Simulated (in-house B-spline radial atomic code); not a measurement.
Ionisation energies along the 23-electron series, configuration [Ar] 3d5, as differences of self-consistent energies. NIST's values go from ground level to ground level; the uncertainty of those that are theory runs from under 0.1 % in few-electron ions to several per cent in heavy many-electron ones. Computed with an all-electron radial atomic-structure program (B-spline basis): non-relativistic Hartree-Fock, average of the configuration, point nuclei.

This level leaves out relativity, spin-orbit splitting included, which matters for heavy ions.

```
  ion  configuration after  ionisation energy (eV)  IE/(q+1)² (eV)  -ε less Coulomb ΔSCF (eV)  tabulated value (eV)  computed minus tabulated (eV)
Eu40+             [Ar] 3d4                  3035.9           1.806                     2.6581                  3022                             14
Gd41+             [Ar] 3d4                  3174.5          1.7996                     2.6604                  3160                             14
Tb42+             [Ar] 3d4                  3316.1          1.7934                     2.6627                  3300                             16
Dy43+             [Ar] 3d4                  3460.7          1.7876                     2.6649                  3445                             16
Ho44+             [Ar] 3d4                  3608.4          1.7819                      2.667                  3592                             16
Er45+             [Ar] 3d4                  3759.1          1.7765                      2.669                  3742                             17
Tm46+             [Ar] 3d4                  3912.8          1.7713                      2.671                  3895                             18
Yb47+             [Ar] 3d4                  4069.5          1.7663                      2.673                  4051                             19
Lu48+             [Ar] 3d4                  4229.3          1.7615                     2.6748                  4211                             18
Hf49+             [Ar] 3d4                  4392.1          1.7568                     2.6766                  4372                             20
Ta50+             [Ar] 3d4                  4557.9          1.7524                     2.6784                  4537                             21
 W51+             [Ar] 3d4                  4726.8          1.7481                     2.6801                  4709                             18
```
